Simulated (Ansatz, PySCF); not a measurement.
Process, species as SMILES: C[SiH2]C [dimethylsilane] → [CH2][SiH2]C + H atom (the C-H bond at the site shown breaks; other sites are not compared here)
Each molecule is optimised on its own at B3LYP-D3(BJ)/def2-TZVP (Ansatz, a first-principles code), one conformer each, not searched for the lowest. Frequencies are from Ansatz or PySCF.
Geometry of the first species:
SMILES: C[SiH2]C
```xyz
11

Si     0.0842     0.5358     0.0835
C     -1.6066    -0.2779     0.0432
C      1.4496    -0.7206    -0.1988
H      0.1538     1.5883    -0.9636
H      0.2845     1.1995     1.3982
H     -1.7855    -0.7568    -0.9220
H     -1.6892    -1.0432     0.8180
H     -2.4007     0.4529     0.2074
H      1.4315    -1.4952     0.5709
H      1.3352    -1.2088    -1.1691
H      2.4330    -0.2473    -0.1754
```

Wanted: bond dissociation energy (0 K, with B3LYP-D3(BJ) harmonic zero-point energies), in kcal/mol. Correlated levels leave the core frozen unless marked. Open shells are spin-unrestricted. No spin-orbit coupling. Non-relativistic. Basis-set limits of correlation are two-point, X^-3; Hartree-Fock from the larger set (for Q and 5 zeta extrapolated as (X+1)exp(-9√X)).

| level | program | bond dissociation energy (kcal/mol) |
|---|---|---|
| revPBE-D3(BJ)/def2-TZVPD | Ansatz + dftd3 | 95.0 |
| PBE0/6-31G* | Ansatz | 97.3 |
| r2SCANh/def2-TZVPD | Ansatz | 94.6 |
| MP2/6-31G* | Ansatz | 91.1 |

Task: Estimate the value at CCSD(T)/CBS(cc-pV(Q+d)Z,cc-pV(5+d)Z) as computed with Ansatz.

Result: 99.6 kcal/mol, so MP2/6-31G* differs from it by -8.5 kcal/mol.
